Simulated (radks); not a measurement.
The numbers below are computed, except where a source is named.
Q: The fluorine ion F2+, [He] 2s2 2p3. Code: a radial shooting solver on a logarithmic mesh with Libxc functionals. Model: non-relativistic Kohn-Sham, PBE, spin-polarised, spherical densities, point nucleus. Every spin shell is full or empty, so the densities are truly spherical. Functionals are evaluated on that one density, not self-consistently. Rank these orbital-free kinetic functionals by their error against the exact value of the orbitals, and give that value: Thomas-Fermi, von Weizsacker, TF + vW, TF + vW/9, LC94, APBEK, Perdew 92, Thakkar, Pearson, LKT, PG1, DePristo-Kress, Ernzerhof.

A: Exact: 97.5520 hartree. From best to worst, with 100 (|E| - |E exact|)/|E exact| (equal figures are ties): LC94 +0.13, Thakkar +0.15, Perdew 92 -0.19, APBEK +0.21, TF + vW/9 -0.21, DePristo-Kress -0.55, Ernzerhof +1.14, Pearson -2.86, Thomas-Fermi -8.76, von Weizsacker -23.08, PG1 +35.56, LKT +42.22, TF + vW +68.17.
